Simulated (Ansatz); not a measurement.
`N[Si](Cl)(Cl)Cl` + `BrB1C[SiH2]1` → `Cl[Si](Cl)(Cl)Br` + `NB1C[SiH2]1`  (redistribution)

Isolated molecules relaxed with PBE0-D4/def2-TZVP in Ansatz; ΔE leaves out vibrations. CCSD(T)/CBS is the MP2 limit (def2-TZVPP, def2-QZVPP) plus CCSD(T) − MP2 in def2-TZVPP, frozen cores. DFT in def2-TZVPP. B3LYP here is the variant with VWN-RPA as its local correlation; programs differ in this. HSE06 is defined as in plane-wave codes. For Br outer-core shells are correlated without core-valence functions, which leaves a few kJ/mol of doubt a bond. Scalar relativity is left out up to krypton. One conformer a species, not always the lowest.

| level | ΔE (kJ/mol) | difference from CCSD(T)/CBS |
| --- | --- | --- |
| LDA (SPW92) | -70.3 | -9.0 |
| r2SCAN-D4 | -63.8 | -2.5 |
| B97M-V | -62.4 | -1.1 |
| r2SCANh-D4 | -64.2 | -2.9 |
| r2SCAN0-D4 | -64.6 | -3.3 |
| HSE06-D4 | -68.7 | -7.4 |
| CAM-B3LYP-D4 | -67.8 | -6.5 |
| ωB97X-V | -67.0 | -5.7 |
| PBE | -68.6 | -7.3 |
| BLYP | -66.1 | -4.8 |
| B3LYP | -66.2 | -4.9 |
| r2SCAN0 | -64.5 | -3.2 |
| HSE06 | -68.1 | -6.8 |
| MP2/def2-TZVPP | -58.0 | 3.3 |
| SCS-MP2/def2-TZVPP | -58.4 | 2.9 |
| HF/CBS(def2) | -62.5 | -1.2 |
| CCSD(T)/CBS | -61.3 | 0 |

Largest T1 diagnostic among the species: 0.013.

Leaving LDA and LC-ωPBE aside and taking each functional with its dispersion term where it has one, the values, not all of them listed here, spread over 6.8 kJ/mol, from PBE-D4 to B97M-V. In def2-TZVPP, CCSD(T) changes the Hartree–Fock value by +4.9 kJ/mol (the triples alone add +1.3 kJ/mol) and MP2 by +4.7 kJ/mol.
